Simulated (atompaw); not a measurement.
How hard is this lanthanum (La) PAW (atompaw) potential?

- Element: lanthanum (La)
- Generator: atompaw 4.2.0.5
- Type: PAW
- Functional: PBE
- Relativity: scalar-relativistic
- Frozen core: [Kr] 4d10
- Valence charge: 11
- Reference configuration: 4f0 5s2 5p6 5d1 6s0.5 6p0 (charge +1.5)
- Partial waves: 5s (bound): rc 2.85 bohr; 6s (bound): rc 3.00 bohr; 5p (bound): rc 2.95 bohr; 6p (bound, empty): rc 3.00 bohr; 5d (bound): rc 3.00 bohr; 5d channel at 0.5 Ry: rc 3.00 bohr; 4f (bound, empty): rc 1.75 bohr; 4f channel at 0.15 Ry: rc 1.75 bohr
- Local potential: bessel scheme, radius 2.30 bohr
- Core correction: smooth core density matched at 1.75 bohr
- Augmentation charge: gaussian compensation charge, radius 2.40 bohr; PAW radius 3.00 bohr; waves and projectors: custom polynom2 7 10 vanderbiltortho

The pseudo-atom Hamiltonian at the reference potential is diagonalised in spherical Bessel functions j_l(qr) that vanish at 20 bohr, with q² up to the cutoff. All-electron valence levels (Ry): 5s -3.5296, 6s -0.7986, 5p -2.3120, 6p -0.5603, 5d -0.8462, 4f -0.9888.

How do the lowest levels (Ry) of each channel move with the cutoff, and are there ghosts?

| cutoff (Ry) | s #1 | s #2 | p #1 | p #2 | d #1 | d #2 | f #1 | f #2 | Σ f·Δε (mRy) |
| --- | --- | --- | --- | --- | --- | --- | --- | --- | --- |
| 8 | -3.5248 | -0.7979 | -2.2957 | -0.5580 | -0.8248 | -0.2831 | -0.2121 | -0.0927 | 128.9 |
| 12 | -3.5262 | -0.7981 | -2.3073 | -0.5597 | -0.8423 | -0.2868 | -0.2367 | -0.1206 | 39.0 |
| 15 | -3.5280 | -0.7984 | -2.3086 | -0.5599 | -0.8429 | -0.2869 | -0.6789 | -0.1977 | 27.0 |
| 21 | -3.5289 | -0.7985 | -2.3111 | -0.5602 | -0.8452 | -0.2874 | -0.9476 | -0.2019 | 8.1 |
| 30 | -3.5294 | -0.7986 | -2.3117 | -0.5603 | -0.8456 | -0.2875 | -0.9820 | -0.2023 | 2.9 |
| 40 | -3.5295 | -0.7986 | -2.3118 | -0.5603 | -0.8460 | -0.2875 | -0.9834 | -0.2024 | 1.5 |
| 45 | -3.5295 | -0.7986 | -2.3119 | -0.5603 | -0.8461 | -0.2875 | -0.9841 | -0.2024 | 0.7 |
| 55 | -3.5296 | -0.7986 | -2.3119 | -0.5603 | -0.8461 | -0.2876 | -0.9843 | -0.2024 | 0.5 |
| 400 | -3.5296 | -0.7986 | -2.3120 | -0.5603 | -0.8462 | -0.2876 | -0.9887 | -0.2024 | 0.0 |

Result: no extra level below or beside the all-electron valence levels (s, p, d, f tested); 10 mRy is reached at 21 Ry and 1 mRy at 45 Ry.
